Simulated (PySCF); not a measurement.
# Cl(3+): ionisation energy

Cl(3+) [Ne] 3s2 3p2 [3p1/2^2, M_J = 0] → Cl(4+) [Ne] 3s2 3p1 [3p1/2^1, M_J = 1/2], as a difference of total energies. All numbers are calculated (PySCF 2.14, the two-component X2C-1e Hamiltonian, in x2c-SVPall-2c (4s4p1d, 21 functions)). Correlated levels: [Ne] frozen. "Screened" scales the spin-orbit matrix elements by Boettger's factors to mimic the two-electron term; Breit and QED terms are absent.

| method | ionisation energy (eV) |
| --- | --- |
| GHF (spin-free) | 52.078 |
| GMP2 (spin-free) | 52.553 |
| GHF (screened spin-orbit) | 52.018 |
| GMP2 (screened spin-orbit) | 52.491 |

Q: How much does correlation contribute at GMP2 (screened spin-orbit)?

A: 52.491 − (52.018) = 0.473 eV, measured against GHF (screened spin-orbit).

Errors of the correlated levels include the incompleteness of this basis and the frozen core.

The labels give the starting determinants; with spin-orbit coupling the two ends relaxed to ⟨J²⟩ = 1.86, ⟨L²⟩ = 2.00, ⟨S²⟩ = 2.00 and ⟨J²⟩ = 0.88, ⟨L²⟩ = 2.03, ⟨S²⟩ = 0.76.

The determinant of Cl(3+) mixes levels of different J (the jj label is only the starting occupation), so the difference between spin-free and spin-orbit rows is not the physical spin-orbit shift.

For comparison: 53.24 ± 0.12 eV (semi-empirical (NIST evaluation); NIST Atomic Spectra Database, ionization energies).
